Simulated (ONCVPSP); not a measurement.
**selenium (Se): one change to an ONCV potential, before and after**

Se (Z = 34), optimised norm-conserving Vanderbilt (ONCV), made with ONCVPSP 4.0.1 (BLYP, scalar-relativistic). Core [Ar] 3d10, reference 4s1 4p5. Waves: 4s: rc 1.30 bohr, ncon 4, nbas 7, qcut 6 1/bohr, 2 projectors, debl 2.8 Ha; 4p: rc 1.90 bohr, ncon 3, nbas 8, qcut 3.5 1/bohr, 2 projectors, debl 3.3 Ha; d scattering state at 0.2 Ha: rc 1.95 bohr, ncon 4, nbas 7, qcut 5 1/bohr, 2 projectors, debl 2.7 Ha. Local part: polynomial inside 1.20 bohr (lpopt 1, dvloc0 6 Ha). Core correction: polynomial model core, fcfact 0.45.

Change: s: rc 1.36.

Cutoffs: the cutoffs (Ha) at which the residual kinetic energy of the hardest occupied pseudo-wave falls to 1 and 0.1 mHa per electron; they do not see the model core or the augmentation charge, which bear on the density cutoff. Errors are all-electron minus pseudo energies relative to the spin-unpolarised reference configuration.

Question: Predict the effect on cutoff, ghosts and configuration errors.

Answer: The potential gets softer (20 Ha and 70 Ha → 12 Ha and 54 Ha); both files keep a bound ghost (s); of the 4 tests that both files solve, the error grows in 1 and shrinks in 0 by more than 15 % and 0.3 meV (median size 7.0 → 7.5 meV). A larger radius leaves more room for a smooth pseudo-wave, so fewer plane waves are needed.

| quantity | base | changed |
| --- | --- | --- |
| cutoff, loose | 20 Ha | 12 Ha |
| cutoff, tight | 70 Ha | 54 Ha |
| loose cutoff by channel | s 20 Ha, p 4.3 Ha | s 12 Ha, p 4.3 Ha |
| bound ghosts | s | s |
| GHOST(+) flags under 300 eV | none | none |
| error for 4s2 4p4, meV [ΔE -10.94 eV] | +6.9 | +7.5 |
| error for 4s2 4p3, meV [ΔE -0.24 eV] | +7.1 | +7.6 |
| error for 4s2 4p2, meV [ΔE 20.00 eV] | -10 | -11 |
| error for 4s0 4p6, meV [ΔE 11.16 eV] | +3.0 | +3.5 |
| p: phases at 1.93 bohr within 0.05 rad from the reference energy up to (Ha; the scan ends near 5) | 4.1 | 4.1 |
| d: phases at 1.98 bohr within 0.05 rad from the reference energy up to (Ha; the scan ends near 5) | 4.3 | 4.3 |
| rms error of d²Exc/dni dnj with the model core, mHa | 0.66 | 0.72 |

Base: The cutoffs count occupied waves only; projector 2 of the d channel, the hardest unoccupied one, needs 56 Ha at the loose tolerance. Changed file: The cutoffs count occupied waves only; projector 2 of the d channel, the hardest unoccupied one, needs 56 Ha at the loose tolerance. A true bound ghost makes a file unfit for plane-wave use even where its test errors are small: the radial tests pick states by their node count and pass the ghost by.
